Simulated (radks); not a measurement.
Results of a calculation; reference values are marked as such.
Pd+, 45 electrons, occupied as [Kr] 4d9.

Level of theory: Dirac Kohn-Sham, BLYP, spin-unpolarised, spherical densities, point nucleus; open shells are shared between the two j in proportion to 2j + 1; speed of light set to 274.072 atomic units (2 times the physical value, a model run) (a radial shooting solver on a logarithmic mesh with Libxc functionals).

Energy parts (Ry):
part                        energy
total                  -9931.35433
kinetic                10031.68231
electron-nucleus      -23718.37126
Hartree                 4039.03967
exchange-correlation    -283.70505

Orbitals (lengths in bohr, moments of r in powers of bohr; r(90%) holds 90 % of the orbital's charge):
1s1/2: occ. 2; eigenvalue (Ry) -1736.150; r(90%) 0.0584; <r^4> 5.300e-06; <1/r> 46.13; <r> 0.03280; small-component weight 6.93e-03
2s1/2: occ. 2; eigenvalue (Ry) -250.3450; r(90%) 0.219; <r^4> 0.0009714; <1/r> 10.50; <r> 0.1424; small-component weight 1.43e-03
2p1/2: occ. 2; eigenvalue (Ry) -232.5302; r(90%) 0.198; <r^4> 0.0006411; <1/r> 10.50; <r> 0.1215; small-component weight 1.44e-03
2p3/2: occ. 4; eigenvalue (Ry) -229.7484; r(90%) 0.199; <r^4> 0.0006625; <1/r> 10.35; <r> 0.1227; small-component weight 1.42e-03
3s1/2: occ. 2; eigenvalue (Ry) -45.62825; r(90%) 0.572; <r^4> 0.04576; <1/r> 3.704; <r> 0.3888; small-component weight 3.98e-04
3p1/2: occ. 2; eigenvalue (Ry) -38.53012; r(90%) 0.574; <r^4> 0.04577; <1/r> 3.618; <r> 0.3811; small-component weight 3.85e-04
3p3/2: occ. 4; eigenvalue (Ry) -38.04804; r(90%) 0.577; <r^4> 0.04699; <1/r> 3.582; <r> 0.3837; small-component weight 3.81e-04
3d3/2: occ. 4; eigenvalue (Ry) -25.06729; r(90%) 0.565; <r^4> 0.04339; <1/r> 3.423; <r> 0.3570; small-component weight 3.54e-04
3d5/2: occ. 6; eigenvalue (Ry) -24.96514; r(90%) 0.567; <r^4> 0.04376; <1/r> 3.413; <r> 0.3578; small-component weight 3.52e-04
4s1/2: occ. 2; eigenvalue (Ry) -6.72909; r(90%) 1.41; <r^4> 1.706; <1/r> 1.418; <r> 0.9674; small-component weight 9.86e-05
4p1/2: occ. 2; eigenvalue (Ry) -4.53710; r(90%) 1.55; <r^4> 2.498; <1/r> 1.298; <r> 1.044; small-component weight 8.49e-05
4p3/2: occ. 4; eigenvalue (Ry) -4.45957; r(90%) 1.56; <r^4> 2.576; <1/r> 1.286; <r> 1.052; small-component weight 8.38e-05
4d3/2: occ. 3.6; eigenvalue (Ry) -1.08709; r(90%) 2.35; <r^4> 14.27; <1/r> 0.9363; <r> 1.453; small-component weight 4.76e-05
4d5/2: occ. 5.4; eigenvalue (Ry) -1.07815; r(90%) 2.36; <r^4> 14.52; <1/r> 0.9327; <r> 1.459; small-component weight 4.72e-05

The highest occupied level is 4d5/2 at -14.669 eV. The density falls to 0.001 e/bohr^3 at r = 3.67 bohr.
